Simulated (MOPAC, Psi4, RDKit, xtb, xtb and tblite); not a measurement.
Two geometries of C2H9NOSi, SMILES COC[SiH2]N, singlet, relaxed at GFN2-xTB with one dihedral held; other torsions can differ between them too.

Structure A

```
14

C      2.2458     0.4345     0.2271
O      0.8970     0.1603     0.4862
C      0.2293    -0.4842    -0.5866
Si    -1.3140    -1.3069     0.1656
N     -2.2049    -0.0111     0.8571
H      2.6487     0.9182     1.1159
H      2.3593     1.1053    -0.6352
H      2.8078    -0.4873     0.0268
H      0.8826    -1.2468    -1.0289
H      0.0043     0.2402    -1.3791
H     -2.1498    -1.8927    -0.8862
H     -0.8500    -2.3566     1.0858
H     -1.6782     0.7288     1.2954
H     -3.0436    -0.2018     1.3808
```

Structure B

```
14

C      2.2689     0.4356     0.2332
O      0.9230     0.1540     0.4847
C      0.2367    -0.4901    -0.5959
Si    -0.3915    -2.1644     0.0613
N     -1.4438    -1.7398     1.3495
H      2.6604     0.9133     1.1310
H      2.3871     1.1184    -0.6185
H      2.8436    -0.4779     0.0329
H      0.9038    -0.6145    -1.4505
H     -0.5757     0.1689    -0.9149
H     -1.1853    -2.8679    -0.9484
H      0.7897    -2.9673     0.4213
H     -1.1988    -0.9319     1.9009
H     -1.8447    -2.4564     1.9322
```

Q: Which is lower in energy at the level PBE0-D3(BJ)/def2-TZVP // GFN2-xTB (Psi4), and by how much?

A: A is lower, by 7.60 kJ/mol (dihedral C1–O2–C3–Si4: 160° in A, 120° in B).

E(B) − E(A) in kJ/mol at the other levels, on the same two geometries: GFN2-xTB (xtb and tblite) 7.27; MMFF94 // GFN2-xTB (RDKit) 4.87; PBE0/def2-TZVP // GFN2-xTB (Psi4) 8.05; PBE/def2-TZVP // GFN2-xTB (Psi4) 7.46; PBE-D3(BJ)/def2-TZVP // GFN2-xTB (Psi4) 7.01; UFF // GFN2-xTB (RDKit) 9.23; PM3, restricted, heats of formation // GFN2-xTB (MOPAC) 6.04; PM7, restricted, heats of formation // GFN2-xTB (MOPAC) 3.10; GFN1-xTB // GFN2-xTB (xtb) 5.59.
